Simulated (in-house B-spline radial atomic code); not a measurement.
A fraction x of an electron is removed from 4d in Ho VI (Ho5+), starting from [Kr] 4d10 4f9 5s2 5p5 and keeping the highest spin. Method: scalar-relativistic (X2C) BP86, spin-polarised, spherical fractional occupations, Fermi nucleus of rms radius 5.2022 fm. Calculated with a B-spline radial code for spherical atoms.

```tsv
x	E(x) - E(0) (eV)	4d down level (eV)
0	0.0000	-227.904
0.12	27.5277	-230.896
0.23	?	?
0.27	62.4448	-234.671
0.39	90.7880	-237.720
0.5	117.0919	-240.536
0.53	124.3196	-241.308
0.68	?	?
0.83	197.8777	-249.104
1	240.6054	-253.584
```

(1) What belongs in the row x = 0.23?

(2) What belongs in the row x = 0.68?

(3) Check Janak's theorem between x = 0.27 and 0.39.

Results:

(1) An energy change of 53.0781 eV; 4d down at -233.661 eV.

(2) An energy change of 160.8063 eV; 4d down at -245.188 eV.

(3) The slope of the energy is 236.19 eV; the orbital levels give 236.20 eV (-ε of the emptying orbital, averaged over the two points).
